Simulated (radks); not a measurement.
The numbers below are computed, except where a source is named.
Problem. Ionisation of the krypton ion Kr3+, [Ar] 3d10 4s2 4p3, to Kr4+, [Ar] 3d10 4s2 4p2, under several functionals. Scalar-relativistic Kohn-Sham, spin-polarised, spherical densities, point nucleus; open shells are filled with parallel spins first; a radial shooting solver on a logarithmic mesh with Libxc functionals. Known Delta-SCF values: AM05 51.082 eV; XLYP 50.848 eV. What does LDA (Slater exchange, Perdew-Zunger correlation) give, and what is its highest occupied eigenvalue?

Solution. 51.123 eV by Delta-SCF; the 4p eigenvalue is -44.693 eV. NIST: 50.9 eV (measured).
